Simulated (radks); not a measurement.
Valence configurations of N3+ (all share [He]). All-electron calculation, Dirac Kohn-Sham, PBE, spin-unpolarised, spherical densities, point nucleus; open shells are shared between the two j in proportion to 2j + 1. Program: a radial shooting solver on a logarithmic mesh with Libxc functionals. Energies are relative to 2s2; eigenvalues in eV.

valence      E (eV)  e(2p1/2)  e(2p3/2)  e(2s1/2)
2s2           0.000         -         -   -68.124
2s1.5 2p0.5   5.533   -56.679   -56.642   -67.738
2s1 2p1      11.083   -56.262   -56.226   -67.358
2s0.5 2p1.5  16.652   -55.854   -55.819   -66.986
2p2          22.239   -55.456   -55.420         -

NIST lists [He] 2s2 as the ground configuration; this level of theory agrees among the configurations tried. The energies are those of spherical spin-averaged densities, not of single terms.
